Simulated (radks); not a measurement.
Charge is removed step by step from the 1s1/2 level of H, starting from 1s1. All-electron calculation, Dirac Kohn-Sham, BLYP, spin-unpolarised, spherical densities, finite nucleus; Gaussian nuclear charge, rms radius 0.8783 fm. Program: a radial shooting solver on a logarithmic mesh with Libxc functionals.

removed (e)  E - E(0) (eV)  eigenvalue (eV)
0                    0.000           -6.531
0.1                  0.712           -7.708
0.2                  1.543           -8.930
0.3                  2.499          -10.187
0.4                  3.581          -11.471
0.5                  4.793          -12.767
0.6                  6.134          -14.051
0.7                  7.602          -15.288
0.8                  9.188          -16.406
0.9                 10.873          -17.217

The mean slope of the eigenvalue, de/dn, is 11.9 eV per electron.
